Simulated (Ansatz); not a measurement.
A single point on FGeH₇Si₂, SMILES `[F][GeH2][SiH2][SiH3]`.

```yaml
crystal:
  periodic: [false, false, false]
  atoms:
    - {symbol: F, position_ang: [-2.377171, 0.794910, -0.208633]}
    - {symbol: Ge, position_ang: [-0.878018, 1.677529, -0.428834]}
    - {symbol: Si, position_ang: [0.812902, 0.011875, -0.663049]}
    - {symbol: Si, position_ang: [0.420531, -1.681376, 0.900637]}
    - {symbol: H, position_ang: [-1.113413, 2.574774, -1.657221]}
    - {symbol: H, position_ang: [-0.726521, 2.537718, 0.839298]}
    - {symbol: H, position_ang: [2.130562, 0.665804, -0.427723]}
    - {symbol: H, position_ang: [0.788158, -0.518730, -2.052821]}
    - {symbol: H, position_ang: [1.530486, -2.671102, 0.878903]}
    - {symbol: H, position_ang: [0.334826, -1.081127, 2.258143]}
    - {symbol: H, position_ang: [-0.857042, -2.367075, 0.581899]}
basis:
  gaussian: {orbitals: def2-QZVPP}
correlation: {method: mp2}
```

```sh
$ ansatz run in.yaml --threads 4 --pin off --events-out ev --progress --plain --max-ram 10444MiB
```

It prints (some lines left out):

```
Functional definition: HF
3005 factors; integrals over basis functions are off by at most 8.1e-4 eV
mean field evaluation 1: about -75016.2878 eV, gradient 3.2e1 eV
mean field evaluation 2: about -75016.4042 eV, gradient 3.2e1 eV
mean field evaluation 4: about -75019.2727 eV, gradient 3.6e0 eV
mean field evaluation 8: about -75019.3490 eV, gradient 3.5e-1 eV
mean field -75019.34947208 eV, -2756.9102431575 hartree, gradient 1.3e-6 eV, S^2 0.000000; 0 other end points of the search recorded, 0 dependent functions left out
20 core orbitals not correlated: weight in the atoms' cores, before any rotation towards them, 1.000 or more for the frozen orbitals, at most 0.000 for the correlated occupied ones
reference -75019.34947208 eV, -2756.9102431575 hartree; 18, 18 occupied and 458, 458 virtual orbitals, 3005 factors
second order -29.10255928 eV of doubles, -0.00000000 eV of singles
Total energy: -75048.45203136 eV, -2757.9797424846 hartree
```

It took 8.5 s on 4 threads of an AMD EPYC 9R45 on a shared host, with 3.1 GiB of host memory at the peak.
